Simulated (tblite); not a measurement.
Species: C4H9ClF2Si.
Numbering: `[CH3:1][CH2:2][C@:3]([F:4])([CH2:5][Cl:6])[SiH2:7][F:8]` (hydrogens: H9, H10, H11 on C1; H12, H13 on C2; H14, H15 on C5; H16, H17 on Si7)

Cartesian coordinates in Å at the GFN2-xTB level; atoms count from 1:
```
atom  x, y, z in Å
C1    -2.1750   -0.0910   -0.0065
C2    -0.8195   -0.5927   -0.4964
C3     0.3669   -0.1251    0.3556
F4     0.1899   -0.6672    1.6387
C5     0.3660    1.3895    0.5006
Cl6    1.9323    1.9875    1.0988
Si7    2.0421   -0.8145   -0.3205
F8     2.3186    0.0457   -1.6551
H9    -2.3039   -0.3349    1.0453
H10   -2.9704   -0.5714   -0.5712
H11   -2.2718    0.9844   -0.1326
H12   -0.6471   -0.2725   -1.5254
H13   -0.8247   -1.6846   -0.4784
H14   -0.3889    1.7159    1.2159
H15    0.2013    1.8557   -0.4697
H16    3.1588   -0.6393    0.5803
H17    1.8184   -2.1734   -0.7894
```

Level: GFN2-xTB in tblite, geometry and Hessian alike; calculated harmonic values, unscaled, isolated species. Against measured fundamentals such values can be off by several per cent, at times by over 20. Modes of hydrogen on silicon can be 10 to 20 % off. One conformer, not necessarily the lowest.

Harmonic wavenumbers (cm⁻¹): 50.3, 73.0, 89.8, 115.1, 178.0, 189.5, 237.9, 271.0, 286.2, 352.0, 370.1, 463.0, 522.8, 554.7, 628.7, 703.5, 756.4, 783.9, 809.7, 817.0, 853.4, 975.6, 986.8, 1023.9, 1094.5, 1110.7, 1161.3, 1187.1, 1246.2, 1268.5, 1338.3, 1410.9, 1419.9, 1471.5, 1500.2, 1506.3, 2342.1, 2423.9, 2979.3, 2987.3, 2988.8, 2999.0, 3037.7, 3044.1, 3046.5.

A = 1531, B = 1147, C = 855.8 MHz; mass 158.013 u (most abundant isotopes); point group C1, symmetry number 1.

Task: What is the zero-point energy?

Result: Half the sum of the wavenumbers: 26828 cm⁻¹ = 320.94 kJ/mol.

Task: Give the ideal-gas entropy at 298.15 K and 1 bar in the rigid-rotor, harmonic-oscillator model (classical rotation).

Result: Translation 172.00, rotation 124.47, vibration 132.78: S = 429.2 J/(mol K).

Task: And Cp and H(298.15 K) − H(0)?

Result: Cp = 165.54 J/(mol K), of which vibrations give 132.28 (their classical limit is 45 R = 374.2); H(298.15 K) − H(0) = 30.69 kJ/mol without the zero-point energy, 20.77 from vibrations.

Task: Blend soft modes into free rotors: weight 1/[1 + (100 cm⁻¹/ν̃)⁴] for the oscillator and the rest for a rotor with moment μB/(μ + B), μ = h/(8π²ν), B = 10⁻⁴⁴ kg m². What vibrational entropy results?

Result: 122.43 J/(mol K) in place of 132.78, which changes −T·S at 298.15 K by +3.09 kJ/mol.

Task: What must be added to the electronic energy to get the Gibbs energy at 298.15 K and 1 bar?

Result: ZPE + [H(298.15 K) − H(0)] − T·S = 320.94 + 30.69 − 127.98 = 223.65 kJ/mol.

Hindered rotation and anharmonicity are outside this model. Other conformers, if any are populated, would add a mixing term that is left out. The structure is chiral; the term R ln 2 for an equal mix with its mirror image is left out.

Time: 0.68 s wall. Hardware: Arm Neoverse V1, one thread, no GPU, shared host. The figure is for the frequency step alone.
